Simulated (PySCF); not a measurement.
methyltin tribromide (CH3Br3Sn), SMILES [CH3][Sn]([Br])([Br])[Br].

The structure is a stationary point at B3LYP-D3(BJ)/def2-SVP. The def2 effective core potentials stand for the cores of Sn; spin–orbit coupling is left out.

All values below come from B3LYP-D3(BJ)/def2-SVP run with PySCF.

Frequencies are harmonic and unscaled.

Modes within 1.5 cm⁻¹ of each other (mostly degenerate sets) share a row, with their intensities summed.

```csv
mode,ν (cm⁻¹),IR (km/mol),moving atoms (share of kinetic energy)
1,40,0.0,H 100 %
2–3,67,1.6,Br 84 %
4,88,4.8,"Br 58 %, Sn 38 %"
5–6,109,3.3,"C 51 %, H 25 %, Br 16 %, Sn 9 %"
7,227,9.8,"Br 78 %, Sn 18 %"
8–9,266,87.4,"Br 52 %, Sn 47 %"
10,517,9.7,"C 71 %, H 17 %, Sn 12 %"
11–12,776,84.5,"H 84 %, C 15 %"
13,1199,3.2,"H 83 %, C 17 %"
14–15,1421,5.7,H 95 %
16,3057,0.2,H 98 %
17–18,3184,1.1,"H 90 %, C 10 %"
```
